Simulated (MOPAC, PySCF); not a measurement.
[Zn(CH3)(SH)], neutral singlet in the gas phase. 

Cartesian coordinates (Å):
```xyz
7

Zn     0.0343    -0.0116    -0.0169
C     -0.7917     1.7235    -0.3009
H     -0.1700     2.3566    -0.9598
H     -0.9216     2.2537     0.6605
H     -1.7880     1.6155    -0.7674
S      0.9766    -1.9679     0.3281
H      0.5549    -2.4420    -0.8738
```
Charge 0, multiplicity 1.

All levels are single points at this geometry (TPSS-D3(BJ)/def2-SVP); Pople sets use spherical d functions. Orbital energies aren't observables, and empty levels follow the basis.

```
level                                 HOMO (eV)  LUMO (eV)  gap (eV)  dipole (D)  vertical IE, Delta-SCF (eV)
------------------------------------  ---------  ---------  --------  ----------  ---------------------------
PBE-D3(BJ)/def2-TZVP in PySCF             -5.90      -1.12      4.78        1.79                            –
TPSSh-D3(BJ)/def2-TZVP in PySCF           -6.45      -0.66      5.79        1.83                            –
BP86/6-31G* (LANL2DZ on Zn) in PySCF      -5.84      -1.15      4.70        2.41                            –
PBE/6-31G* (LANL2DZ on Zn) in PySCF       -5.74      -1.06      4.68        2.42                            –
HF/6-31G* (LANL2DZ on Zn) in PySCF        -9.77       1.65     11.42        2.35                         8.34
HF/STO-3G in PySCF                        -3.06       5.48      8.53        0.95                            –
AM1 in MOPAC                              -9.66      -0.20      9.46        2.87                            –
PM3 in MOPAC                              -9.88      -0.85      9.04        2.39                            –
PM6 in MOPAC                              -9.08      -0.47      8.61        2.37                            –
```
